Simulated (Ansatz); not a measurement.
BC4O8, that is bis(oxalato)borate with one electron fewer. Total charge 0; doublet. Geometry r2SCAN-D4/def2-SVP; atoms count from 1.

```xyz
13

O     2.3845    2.2598   -1.1010
C     1.4644    1.5304   -0.8881
O     1.2712    0.7228    0.1277
B     0.0001   -0.0002   -0.0002
O    -0.5890    0.4725   -1.2589
C     0.1827    1.3582   -1.8432
O     0.0103    1.9408   -2.8702
O    -0.8857    0.2578    1.1416
C    -1.1986   -0.8545    1.7630
O    -1.8926   -1.0077    2.7215
C    -0.4486   -2.0339    0.9684
O    -0.5025   -3.1922    1.2503
O     0.2038   -1.4539   -0.0110
```

Q: Estimate the Mulliken populations from the PBE0/def2-SVP orbitals of Ansatz.

A: 
```
atom  charge (e)  spin (α − β)
  O1       -0.09          0.20
  C2        0.23          0.01
  O3       -0.19          0.04
  B4        0.22         -0.03
  O5       -0.19          0.04
  C6        0.23          0.01
  O7       -0.09          0.20
  O8       -0.19          0.04
  C9        0.23          0.01
 O10       -0.09          0.20
 C11        0.23          0.01
 O12       -0.09          0.20
 O13       -0.19          0.04
```
Mulliken values depend strongly on the basis.

Q: Where does the spin sit?

A: Summed by element: O 0.97, C 0.06, B -0.03, of 1 unpaired in all. Largest on single atoms: O10 0.20, O1 0.20, O7 0.20.

Q: And the Mayer bond orders between heavy atoms (over 0.3)?

A: O1–C2 2.10 (1.19 Å); C2–O3 1.22 (1.31 Å); C2–C6 0.75 (1.61 Å); O3–B4 1.00 (1.47 Å); B4–O5 1.00 (1.47 Å); B4–O8 1.00 (1.47 Å); B4–O13 1.00 (1.47 Å); O5–C6 1.22 (1.31 Å); C6–O7 2.10 (1.19 Å); O8–C9 1.22 (1.31 Å); C9–O10 2.10 (1.19 Å); C9–C11 0.75 (1.61 Å); C11–O12 2.10 (1.19 Å); C11–O13 1.22 (1.31 Å).
